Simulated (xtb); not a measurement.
CHCl2, SMILES Cl[CH]Cl (connectivity only; charge and spin as stated), charge +1, multiplicity 1. All values are semi-empirical tight-binding results from xtb (GFN2-xTB unless named), good for trends rather than for accurate numbers. Geometry optimised at GFN2-xTB. The spin state was assumed, not searched. The isomer is the one that the SMILES or the coordinates give; other isomers of the formula were not compared.

Optimised geometry:

Bond lengths (Å): Cl1–C2 1.628, C2–Cl3 1.628, C2–H4 1.100. Bond angles (°): Cl1–C2–Cl3 124.2, Cl1–C2–H4 117.9, Cl3–C2–H4 117.9.
Charge +1, spin multiplicity 1.

Computed properties:
```yaml
point_group_as_xtb_finds_it: C2v
orbital_gap: 2.53 eV
zero_point_energy: 9.8 kcal/mol
G − E(el) at 298.15 K (modified RRHO): -6.4 kcal/mol
static polarisability (D4 model): 38.8 bohr³
solvation energy, GFN2-xTB/ALPB(water): -61.2 kcal/mol
solvation energy, GFN2-xTB/ALPB(benzene): -48.6 kcal/mol
```

Computed atomic charges and the Wiberg bond orders between heavy atoms:
charges (e) Cl1 0.31, C2 0.15, Cl3 0.31, H4 0.23. Bond orders Cl1–C2 1.48, C2–Cl3 1.48.
